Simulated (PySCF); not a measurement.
HCl3OTi, charge +1, doublet, geometry from GFN2-xTB (such geometries of metal compounds can be far from the true shape) (the multiplicity is a formal guess); BLYP/3-21G in PySCF.

Here is a job for PySCF.
```python
from pyscf import gto, scf, dft

mol = gto.Mole()
mol.atom = '''
    Ti   -0.371705    0.191414    0.019425
    Cl    1.311285    1.377112   -0.626384
    Cl    0.398854   -0.646274    1.852433
    Cl   -0.208014   -1.504377   -1.304547
    O    -1.833473    0.944170    0.095814
    H    -2.690835    1.385680    0.140617
'''
mol.basis = '3-21g'
mol.charge = 1
mol.spin = 1
mol.verbose = 3
mol.build()

mf = dft.UKS(mol)
mf.xc = 'blyp'
mf.kernel()
mf.analyze()
```

Q: What does PySCF print? Leave out banner, timings and long lists.

A: 
```
SCF not converged.
SCF energy = -2294.56177132052 after 50 cycles  <S^2> = 0.75488247  2S+1 = 2.0048765
**** MO energy ****
                             alpha | beta                alpha | beta
MO #1   energy= -176.900054636096  | -176.900077109092  occ= 1 | 1
MO #2   energy= -100.271828106093  | -100.269511066515  occ= 1 | 1
MO #3   energy= -100.271436613619  | -100.269119692541  occ= 1 | 1
MO #4   energy= -100.271407992817  | -100.269091234627  occ= 1 | 1
MO #5   energy= -19.7229158018468  | -19.7235319536875  occ= 1 | 1
MO #6   energy= -18.9732602041285  | -18.9732562662574  occ= 1 | 1
MO #7   energy= -16.4816172081717  | -16.4819153531822  occ= 1 | 1
MO #8   energy= -16.481336793142   | -16.4818889989472  occ= 1 | 1
MO #9   energy= -16.4813367429267  | -16.4818889648243  occ= 1 | 1
MO #10  energy= -9.3489651090586   | -9.34684290154524  occ= 1 | 1
MO #11  energy= -9.34733252401415  | -9.34520883649319  occ= 1 | 1
MO #12  energy= -9.34730822474179  | -9.34518467038754  occ= 1 | 1
MO #13  energy= -7.19053346482158  | -7.18479012671887  occ= 1 | 1
MO #14  energy= -7.19035328873465  | -7.18476910132383  occ= 1 | 1
MO #15  energy= -7.19032782349517  | -7.1846489229984   occ= 1 | 1
MO #16  energy= -7.18621275214324  | -7.18459690895649  occ= 1 | 1
MO #17  energy= -7.18618870690729  | -7.18444292752397  occ= 1 | 1
MO #18  energy= -7.18604495728379  | -7.18442223451328  occ= 1 | 1
MO #19  energy= -7.18088379439134  | -7.17947737515209  occ= 1 | 1
MO #20  energy= -7.18087775889205  | -7.1794702514491   occ= 1 | 1
MO #21  energy= -7.18084550342471  | -7.17943847477719  occ= 1 | 1
MO #22  energy= -2.53242356475229  | -2.53479892130404  occ= 1 | 1
MO #23  energy= -1.69625602307629  | -1.69771724691823  occ= 1 | 1
MO #24  energy= -1.68287647413358  | -1.6856280321078   occ= 1 | 1
MO #25  energy= -1.68287604893611  | -1.6856276526238   occ= 1 | 1
MO #26  energy= -1.13257347122002  | -1.13261960179895  occ= 1 | 1
MO #27  energy= -0.984111231641996 | -0.971405392813379 occ= 1 | 1
MO #28  energy= -0.973901402339637 | -0.960938009556718 occ= 1 | 1
MO #29  energy= -0.97388484115923  | -0.960922870581904 occ= 1 | 1
MO #30  energy= -0.713879284280461 | -0.714072306330086 occ= 1 | 1
MO #31  energy= -0.576352185244412 | -0.57410891851748  occ= 1 | 1
MO #32  energy= -0.576348849414814 | -0.574105611944114 occ= 1 | 1
MO #33  energy= -0.559869304422597 | -0.553936329893943 occ= 1 | 1
MO #34  energy= -0.559859024561676 | -0.546280384283358 occ= 1 | 1
MO #35  energy= -0.559491441055221 | -0.546279313795907 occ= 1 | 1
MO #36  energy= -0.542111078120086 | -0.535547158634838 occ= 1 | 1
MO #37  energy= -0.542105486036268 | -0.534095084079643 occ= 1 | 1
MO #38  energy= -0.540453137043828 | -0.534092680354253 occ= 1 | 1
MO #39  energy= -0.517508783990608 | -0.496174871821982 occ= 1 | 1
MO #40  energy= -0.502810663933619 | -0.496164387145232 occ= 1 | 1
MO #41  energy= -0.502798755426276 | -0.492734579654763 occ= 1 | 0
MO #42  energy= -0.35360190111391  | -0.352885734151916 occ= 0 | 0
MO #43  energy= -0.3535994839843   | -0.35288437897852  occ= 0 | 0
MO #44  energy= -0.313837951669389 | -0.314302420744784 occ= 0 | 0
MO #45  energy= -0.30199029921492  | -0.302157911076381 occ= 0 | 0
MO #46  energy= -0.301988178557303 | -0.302155912327015 occ= 0 | 0
MO #47  energy= -0.193678189423143 | -0.193103889830878 occ= 0 | 0
MO #48  energy= -0.137331275663132 | -0.13625060854239  occ= 0 | 0
MO #49  energy= -0.12877716483831  | -0.127193534961234 occ= 0 | 0

To work with the spin densities directly, `use mulliken_meta_spin()` only printing them here.

 ** Mulliken spin pop alpha/beta on meta-lowdin orthogonal AOs **
 ** Mulliken Spin Density (per atom)  **
spin density of  0 Ti =     -0.08383
spin density of  1 Cl =      0.36124
spin density of  2 Cl =      0.36111
spin density of  3 Cl =      0.36182
spin density of  4 O =     -0.00028
spin density of  5 H =     -0.00005
 ** Mulliken pop alpha/beta on meta-lowdin orthogonal AOs **
 ** Mulliken atomic charges   ( Nelec_alpha | Nelec_beta ) **
charge of  0Ti =      1.19902  (    10.35858     10.44241 )
charge of  1Cl =     -0.05626  (     8.70875      8.34751 )
charge of  2Cl =     -0.05641  (     8.70876      8.34765 )
charge of  3Cl =     -0.05559  (     8.70870      8.34689 )
charge of  4O =     -0.41156  (     4.20564      4.20592 )
charge of  5H =      0.38081  (     0.30957      0.30962 )

WARN: System has nonzero charge 1; the dipole moment is origin-dependent.
Location of origin: [0. 0. 0.]

Dipole moment(X, Y, Z, Debye): -3.85193,  1.97879,  0.19578
```

The run did not converge; its last values are not results.
